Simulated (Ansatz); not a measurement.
Species: 2,3-dihydro-1,4-diselenine, C$_{4}$H$_{6}$Se$_{2}$, charge 0, multiplicity 1. 
Coordinates optimised at B3LYP-D3(BJ)/def2-TZVP (Ansatz, a quantum-chemistry and plane-wave program):
SMILES: C1[Se]C=C[Se]C1
```xyz
12

C      1.6141    -0.1618    -0.2022
C      1.2598     0.9325     0.4645
Se    -0.4758     1.5664     0.9148
C     -1.5679     0.3615    -0.1948
C     -1.1884    -1.1007    -0.0567
Se     0.5272    -1.5526    -0.9102
H      2.6638    -0.3487    -0.3940
H      2.0283     1.6069     0.8223
H     -2.5837     0.5290     0.1660
H     -1.5062     0.6931    -1.2282
H     -1.9092    -1.7338    -0.5760
H     -1.1458    -1.4042     0.9861
```

Computed values are from Ansatz. Correlated levels leave the core frozen unless marked. UHF or UKS for open shells. Spin-orbit coupling is left out. The frozen core is the preceding noble-gas configuration, with the filled d and f shells of earlier blocks. No relativistic terms. CBS marks a two-point X^-3 extrapolation of the correlation energy; Hartree-Fock from the larger set. [CCSD(T)-MP2]/basis is that difference in the basis named.

### Question
What is the atomisation energy De at CCSD(T)/CBS(cc-pVTZ,cc-pVQZ)?

### Answer
4629.7 kJ/mol.

### Question
What is the dipole moment at CCSD(T)/aug-cc-pVDZ?

### Answer
0.96 D.

### Question
What is the T1 diagnostic at CCSD/cc-pVQZ?

### Answer
0.013.

### Question
What is the vertical triplet-singlet gap at RI-MP2/CBS(aug-cc-pVTZ,aug-cc-pVQZ)+[CCSD(T)-MP2]/aug-cc-pVTZ?

### Answer
3.70 eV.

### Question
What is the total energy at CCSD(T)/CBS(cc-pVTZ,cc-pVQZ)?

### Answer
-4955.9491 Eh.
